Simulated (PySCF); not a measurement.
Dipole moment and polarisability of `C#C[C@](C)(F)[SiH2]O`

C4H7FOSi.
Geometry (GFN2-xTB, Å), atoms numbered from 1 in this order:
```
atom  x, y, z in Å
C1     2.7660    0.2684   -0.1532
C2     1.5922    0.0318   -0.1410
C3     0.1749   -0.2422   -0.1631
C4    -0.1511   -1.4687    0.6806
F5    -0.1950   -0.5429   -1.5007
Si6   -0.8905    1.3137    0.2947
O7    -2.4385    0.9627   -0.0266
H8     3.7943    0.4754   -0.1467
H9     0.3794   -2.3417    0.3017
H10    0.1507   -1.2902    1.7091
H11   -1.2204   -1.6683    0.6531
H12   -0.8725    1.5234    1.7328
H13   -0.3950    2.4225   -0.5150
H14   -2.6951    0.5555   -0.8523
```

Level: CAM-B3LYP/def2-SVPD (PySCF), static field, nuclei fixed, core orbitals frozen in the response. The polarisability tensor in these axes (au):

```
x   91.84  0.62 -1.39
y    0.62 71.25 -0.57
z   -1.39 -0.57 63.80
```

Q: Give the principal values, the mean and the anisotropy Δα = √{½[(α1 − α2)² + (α2 − α3)² + (α1 − α3)²]}.

A: Principal values 63.69, 71.27 and 91.92 au; mean 75.63 au = 11.21 Å³ = 12.47 × 10⁻⁴⁰ C²·m²/J; Δα = 25.31 au (33 % of the mean).

Q: What is the dipole moment, and where does it point?

A: (0.57, -0.16, 0.75) D, 0.96 D in size, pointing from the negative to the positive side. Measured along this direction, the outermost atoms are H14 at the negative end and H8 at the positive end.

Q: How large is μ²/3kT at 250 K beside α?

A: In Gaussian units μ²/3kT = 8.88 Å³ against 11.21 Å³, a ratio of 0.79; the Debye molar polarisation (4π/3)N_A(α + μ²/3kT) is 50.7 cm³/mol, leaving out the vibrational part.

Q: What are the principal values of the traceless quadrupole moment, Θ = ½Σq(3rr − r²1), about the centre of nuclear charge?

A: -8.39, 0.55, 7.84 D·Å. The values depend on the origin, since the dipole doesn't vanish. The electronic extent ⟨r²⟩ about the same centre is 963 bohr², a root-mean-square distance of 2.09 Å for the 62 electrons.

Q: Rayleigh depolarisation ratio (linearly polarised light, static tensor)?

A: ρ = 3Δα²/(45ᾱ² + 4Δα²) = 1922.0/(257386 + 2562.7) = 0.00739.

Geometry: GFN2-xTB, one conformer, isolated molecule.

The run behind these numbers computed excited states as well. Hardware: Arm Neoverse N1, one thread, shared host with 64 logical CPUs at a one-minute load of 50. Cost: 71 s of wall time, 0.92 GiB resident at most.
